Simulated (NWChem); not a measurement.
System: C5H5F; SMILES C#CCC(=C)F

```xyz
11

C      0.2836    -2.6146     0.4830
C     -0.0020    -1.5896    -0.0927
C     -0.3521    -0.3550    -0.7891
C     -0.1120     0.8818     0.0242
C     -1.0072     1.8027     0.3655
F      1.1652     1.0075     0.3885
H      0.5386    -3.5223     0.9980
H      0.2468    -0.2846    -1.7155
H     -1.4089    -0.3822    -1.0957
H     -0.7075     2.6764     0.9465
H     -2.0506     1.6924     0.0715
```
Atoms are numbered in this order, from 1.

The geometry was optimised at PBE0/def2-SVP.

Problem. Give the principal values of the shielding tensors (ppm) of C1, C2, C3, C4, C5 from B3LYP/6-31G* (spherical d), GIAO (NWChem), with their diamagnetic and paramagnetic parts as GIAO splits them.

Solution. 
```json
[
 {"atom": "C1", "σ11": "58.6", "σ22": "64.1", "σ33": "256.1", "isotropic": "126.3", "diamagnetic": "277.8", "paramagnetic": "-151.5"},
 {"atom": "C2", "σ11": "37.1", "σ22": "38.6", "σ33": "292.6", "isotropic": "122.7", "diamagnetic": "246.5", "paramagnetic": "-123.7"},
 {"atom": "C3", "σ11": "151.9", "σ22": "164.1", "σ33": "181.3", "isotropic": "165.8", "diamagnetic": "258.1", "paramagnetic": "-92.4"},
 {"atom": "C4", "σ11": "-60.3", "σ22": "77.2", "σ33": "89.8", "isotropic": "35.6", "diamagnetic": "246.5", "paramagnetic": "-210.9"},
 {"atom": "C5", "σ11": "18.3", "σ22": "128.0", "σ33": "161.9", "isotropic": "102.7", "diamagnetic": "261.7", "paramagnetic": "-159.0"}
]
```
